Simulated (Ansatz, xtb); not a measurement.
**A geometry optimisation of H3O2SiZn with r2SCAN-D4/def2-SVP**

The starting geometry of this gas-phase doublet was built from a drawn formula by distance geometry; its bonds are those of `[O][Zn][SiH2]O`.

```json
{"atom": "O", "x (Å)": "-0.2376", "y (Å)": "2.9927", "z (Å)": "0.2841"}
{"atom": "O", "x (Å)": "-2.0355", "y (Å)": "-1.4365", "z (Å)": "1.1122"}
{"atom": "Si", "x (Å)": "-2.7741", "y (Å)": "-0.0361", "z (Å)": "0.5116"}
{"atom": "Zn", "x (Å)": "-1.2569", "y (Å)": "1.6714", "z (Å)": "0.7963"}
{"atom": "H", "x (Å)": "-3.9257", "y (Å)": "0.3943", "z (Å)": "1.2997"}
{"atom": "H", "x (Å)": "-3.3034", "y (Å)": "-0.2081", "z (Å)": "-0.8957"}
{"atom": "H", "x (Å)": "-2.3715", "y (Å)": "-2.3136", "z (Å)": "0.6809"}
```

Q: Predict what becomes of its bonds when it is optimised with r2SCAN-D4/def2-SVP.

A: It keeps its bonds, and is `[O][Zn][SiH2]O`.

The energy falls by 0.35 eV over 9 steps:

| step | E − E(last) (eV) |
| --- | --- |
| 1 | 0.353 |
| 2 | 0.044 |
| 3 | 0.026 |
| 4 | 0.019 |
| 5 | 0.006 |
| 6 | 0.000 |
| 7 | 0.000 |
| 8 | 0.000 |
| 9 | 0.000 |

Final geometry (Å):

| atom | x (Å) | y (Å) | z (Å) |
| --- | --- | --- | --- |
| O | -0.0960 | 3.1026 | 0.5205 |
| O | -1.9615 | -1.4412 | 0.9297 |
| Si | -2.7798 | -0.0552 | 0.4526 |
| Zn | -1.2552 | 1.7138 | 0.4958 |
| H | -3.9518 | 0.2186 | 1.3540 |
| H | -3.3751 | -0.2231 | -0.9180 |
| H | -2.4852 | -2.2514 | 0.9547 |

From the same start GFN2-xTB ends elsewhere, differing in O1–Si3 (1.58 against 4.14 Å here).

No frequencies were run, so the end isn't proven a minimum. Open shells are spin-unrestricted. Run with Ansatz 0.2.0, 3.3 min on 2 threads of Intel(R) Xeon(R) 6975P-C (Granite Rapids) (shared host).
